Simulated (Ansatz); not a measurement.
Ansatz (an electronic-structure program) input (B3LYP-D3(BJ)/def2-TZVP):

Ansatz 0.2 input:
```yaml
crystal:
  periodic: [false, false, false]
  atoms:
    - {symbol: Mg, position_ang: [-0.20932337, 0.84865598, -0.01045506]}
    - {symbol: Cl, position_ang: [1.50564249, 0.03693933, -1.35054353]}
    - {symbol: Cl, position_ang: [-1.35788482, -0.63599061, 1.35792357]}
basis:
  gaussian:
    orbitals: def2-TZVP
hamiltonian:
  xc: b3lyp
  dispersion: d3bj
total_charge: -1
magnetization: {spin_polarized: true, initial_magnetization: 1}
phonons: {temperatures: {t_min: 298.15, t_max: 298.15, t_step: 100}}
```

Output:

```
Functional definition: B3LYP
integrals: 0.04 GiB planned
814 factors; their error is unknown
mean field: 0.49 GiB planned
mean field evaluation 1: about -30496.8329 eV, gradient 6.2e0 eV
mean field evaluation 2: about -30496.9769 eV, gradient 4.8e0 eV
mean field evaluation 4: about -30497.0720 eV, gradient 2.0e-1 eV
mean field evaluation 8: about -30497.1475 eV, gradient 1.3e-2 eV
mean field -30497.14749521 eV, -1120.7494987399 hartree, gradient 1.4e-5 eV, S^2 0.750550; 0 other end points of the search recorded, 0 dependent functions left out
the calculation of the forces begins
reference -30497.14771780 eV, -1120.7495069198 hartree; 24, 23 occupied and 82, 83 virtual orbitals, 814 factors
these checks for a lower state are left out or cut short: stability, starts, cluster_reference, orbital_swaps, neighbouring_geometries, increment
integrals: 0.04 GiB planned
814 factors; their error is unknown
mean field: 0.49 GiB planned
mean field evaluation 16: about -30497.0724 eV, gradient 6.6e-2 eV
mean field -30497.14747610 eV, -1120.7494980375 hartree, gradient 2.0e-6 eV, S^2 0.750549; 0 other end points of the search recorded, 0 dependent functions left out
the calculation of the forces begins
reference -30497.14769869 eV, -1120.7495062178 hartree; 24, 23 occupied and 82, 83 virtual orbitals, 814 factors
these checks for a lower state are left out or cut short: stability, starts, cluster_reference, orbital_swaps, neighbouring_geometries, increment
integrals: 0.04 GiB planned
814 factors; their error is unknown
mean field: 0.49 GiB planned
mean field -30497.14748530 eV, -1120.7494983759 hartree, gradient 1.9e-6 eV, S^2 0.750550; 0 other end points of the search recorded, 0 dependent functions left out
the calculation of the forces begins
reference -30497.14770788 eV, -1120.7495065556 hartree; 24, 23 occupied and 82, 83 virtual orbitals, 814 factors
these checks for a lower state are left out or cut short: stability, starts, cluster_reference, orbital_swaps, neighbouring_geometries, increment
integrals: 0.04 GiB planned
814 factors; their error is unknown
mean field: 0.49 GiB planned
mean field evaluation 32: about -30497.1475 eV, gradient 7.8e-6 eV
mean field -30497.14754196 eV, -1120.7495004580 hartree, gradient 1.3e-6 eV, S^2 0.750551; 0 other end points of the search recorded, 0 dependent functions left out
the calculation of the forces begins
reference -30497.14776458 eV, -1120.7495086390 hartree; 24, 23 occupied and 82, 83 virtual orbitals, 814 factors
these checks for a lower state are left out or cut short: stability, starts, cluster_reference, orbital_swaps, neighbouring_geometries, increment
integrals: 0.04 GiB planned
814 factors; their error is unknown
mean field: 0.49 GiB planned
mean field -30497.14741164 eV, -1120.7494956689 hartree, gradient 1.4e-6 eV, S^2 0.750549; 0 other end points of the search recorded, 0 dependent functions left out
the calculation of the forces begins
reference -30497.14763420 eV, -1120.7495038479 hartree; 24, 23 occupied and 82, 83 virtual orbitals, 814 factors
these checks for a lower state are left out or cut short: stability, starts, cluster_reference, orbital_swaps, neighbouring_geometries, increment
integrals: 0.04 GiB planned
814 factors; their error is unknown
mean field: 0.49 GiB planned
mean field -30497.14748833 eV, -1120.7494984872 hartree, gradient 6.5e-6 eV, S^2 0.750550; 0 other end points of the search recorded, 0 dependent functions left out
the calculation of the forces begins
reference -30497.14771091 eV, -1120.7495066669 hartree; 24, 23 occupied and 82, 83 virtual orbitals, 814 factors
these checks for a lower state are left out or cut short: stability, starts, cluster_reference, orbital_swaps, neighbouring_geometries, increment
integrals: 0.04 GiB planned
814 factors; their error is unknown
mean field: 0.49 GiB planned
mean field -30497.14749862 eV, -1120.7494988652 hartree, gradient 6.8e-6 eV, S^2 0.750550; 0 other end points of the search recorded, 0 dependent functions left out
the calculation of the forces begins
reference -30497.14772121 eV, -1120.7495070455 hartree; 24, 23 occupied and 82, 83 virtual orbitals, 814 factors
Total energy: -30497.27736044 eV, -1120.7542711991 hartree
Atom 0 at    -0.209323     0.848656    -0.010455 Å, force    -0.000077     0.000313    -0.000004 eV/Å
Atom 1 at     1.505642     0.036939    -1.350544 Å, force     0.000046    -0.000155    -0.000005 eV/Å
Atom 2 at    -1.357885    -0.635991     1.357924 Å, force     0.000031    -0.000158     0.000009 eV/Å
Dipole moment:     0.035499    -0.143924     0.001773 e Å
Vibrations: 106.79 313.40 392.30 cm⁻¹, zero-point energy 0.050368 eV
```
